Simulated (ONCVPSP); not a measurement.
# What one change does to a pseudopotential (Ti (Z = 22), ONCV)

- Element: titanium (Ti)
- Generator: ONCVPSP 4.0.1
- Type: optimised norm-conserving Vanderbilt (ONCV)
- Functional: PBE
- Relativity: scalar-relativistic
- Frozen core: [Ne]
- Valence charge: 12
- Reference configuration: 3s2 3p6 3d2 4s2
- Partial waves: 3s+4s: rc 1.75 bohr, ncon 4, nbas 8, qcut 6.1 1/bohr, 2 projectors; 3p: rc 1.60 bohr, ncon 4, nbas 7, qcut 10.9 1/bohr, 2 projectors, debl 3.7 Ha; 3d: rc 1.65 bohr, ncon 4, nbas 9, qcut 9.5 1/bohr, 2 projectors, debl 0.5 Ha
- Local potential: polynomial inside 1.45 bohr (lpopt 5, dvloc0 3 Ha)
- Core correction: Teter function, fcfact 4, rcfact 1.25

Change: d: nproj 1.

Cutoffs: the cutoffs (Ha) at which the residual kinetic energy of the hardest occupied pseudo-wave falls to 1 and 0.1 mHa per electron; they do not see the model core or the augmentation charge, which bear on the density cutoff. Errors are all-electron minus pseudo energies relative to the spin-unpolarised reference configuration.

Predict the effect on cutoff, ghosts and configuration errors.

The potential gets neither clearly harder nor softer (33 Ha and 38 Ha → 33 Ha and 38 Ha); of the 4 tests that both files solve, the error grows in 1 and shrinks in 1 by more than 15 % and 0.3 meV (median size 1.4 → 1.7 meV); the range in which the d phases agree narrows (upper end at the end of the scan → 1.3); neither file shows a bound ghost.

```csv
quantity,base,changed
"cutoff, loose",33 Ha,33 Ha
"cutoff, tight",38 Ha,38 Ha
bound ghosts,none,none
GHOST(+) flags under 300 eV,none,none
"error for 3s2 3p6 3d2 4s1, meV [ΔE 7.35 eV]",-0.5,-0.5
"error for 3s2 3p6 3d2 4s0, meV [ΔE 20.92 eV]",-2.4,-2.9
"error for 3s2 3p6 3d1 4s0, meV [ΔE 47.87 eV]",+30,+19
"error for 3s2 3p6 3d2 4s1.5, meV [ΔE 2.94 eV]",-0.2,-0.2
s: phases at 1.77 bohr within 0.05 rad from the reference energy up to (Ha; the scan ends near 5),to the end of the scan,to the end of the scan
p: phases at 1.62 bohr within 0.05 rad from the reference energy up to (Ha; the scan ends near 5),to the end of the scan,to the end of the scan
d: phases at 1.68 bohr within 0.05 rad from the reference energy up to (Ha; the scan ends near 5),to the end of the scan,1.3
"rms error of d²Exc/dni dnj with the model core, mHa",1.05,1.05
```
